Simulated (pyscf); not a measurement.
# Four-centre exchange: SbH₃ + Cl–Ge:–Cl [singlet] → Cl–SbH₂ + Cl–GeH: [singlet]

Gas phase, singlet surface, charge 0. Bonds broken: Sb1–H2, Ge5–Cl6. Bonds formed: Sb1–Cl6, H2–Ge5. Single points on ωB97X-D3(BJ)/def2-SVP structures (PySCF, gas phase).

Transition state (Å):

```xyz
7

Sb    -1.9937    -0.3123     0.5355
H     -0.0113     0.1704     0.9353
H     -1.1318    -1.7671     0.2499
H     -2.7957    -0.5438    -0.9635
Ge     0.9480     1.0042    -0.1643
Cl    -1.2402     1.8338    -0.8227
Cl     0.9934    -0.6760    -1.6067
```

One imaginary mode, 342i cm⁻¹; descent along it reached the two sides named, in the forms told below.

```
bond     change  reactant side (Å)  saddle  product side
-------  ------  -----------------  ------  ------------
Sb1–H2   breaks              1.742   2.079           2.8
Ge5–Cl6  breaks              2.219   2.431           2.6
Sb1–Cl6   forms                3.4     2.6         2.428
H2–Ge5    forms              2.167   1.681         1.614
```

Electronic energies relative to the separated reactants (eV):

```json
[
 {"level": "ωB97X-D3(BJ)/def2-TZVP", "barrier": "0.55", "reaction energy": "+0.81", "reverse barrier": "-0.27"},
 {"level": "PBE/def2-TZVP", "barrier": "0.64", "reaction energy": "+0.90", "reverse barrier": "-0.27"},
 {"level": "r²SCAN/def2-TZVP", "barrier": "0.62", "reaction energy": "+0.91", "reverse barrier": "-0.29"},
 {"level": "B3LYP-D3(BJ)/def2-TZVP", "barrier": "0.64", "reaction energy": "+0.85", "reverse barrier": "-0.22"},
 {"level": "PBE0-D3(BJ)/def2-TZVP", "barrier": "0.58", "reaction energy": "+0.88", "reverse barrier": "-0.30"},
 {"level": "M06-2X/def2-TZVP", "barrier": "0.62", "reaction energy": "+0.77", "reverse barrier": "-0.14"},
 {"level": "ωB97M-D3(BJ)/def2-TZVP", "barrier": "0.81", "reaction energy": "+0.86", "reverse barrier": "-0.05"},
 {"level": "HF/def2-TZVP", "barrier": "1.37", "reaction energy": "+0.73", "reverse barrier": "0.64"}
]
```

With ωB97M-D3(BJ)/def2-TZVP energies and thermal terms (ideal gas, 1 atm, RRHO with modes under 100 cm⁻¹ raised to 100, one conformer, R ln 2 for chiral ones without a mode under 150 cm⁻¹), in eV:

```csv
T (K),ΔH‡,ΔG‡,ΔH,ΔG
298,0.84,1.33,+0.85,+0.80
600,0.85,1.83,+0.85,+0.76
900,0.88,2.31,+0.85,+0.71
1200,0.91,2.79,+0.85,+0.66
```

On the reactant side the descent ends in a complex, 0.31 eV under the separated species and 0.85 eV under the saddle at ωB97X-D3(BJ)/def2-TZVP. On the product side the descent ends in an adduct with a Cl–Ge contact, 0.61 eV under the separated species and 0.34 eV under the saddle at ωB97X-D3(BJ)/def2-TZVP. At ωB97X-D3(BJ)/def2-TZVP, PBE, r²SCAN, B3LYP-D3(BJ), PBE0-D3(BJ), M06-2X, ωB97M-D3(BJ) the saddle lies under the separated products, which points to a path from their complex (located at ωB97X-D3(BJ) alone), and parting the products costs more than the saddle. What is counted as broken (Cl–Ge) persists as a longer contact in the product adduct; parting that adduct is a step of its own. This is the saddle that the search found; another between the same sides may lie lower. Elements up to Kr have no core potential and no relativistic terms here. Elements past Kr carry the def2 core potentials, without spin-orbit coupling.
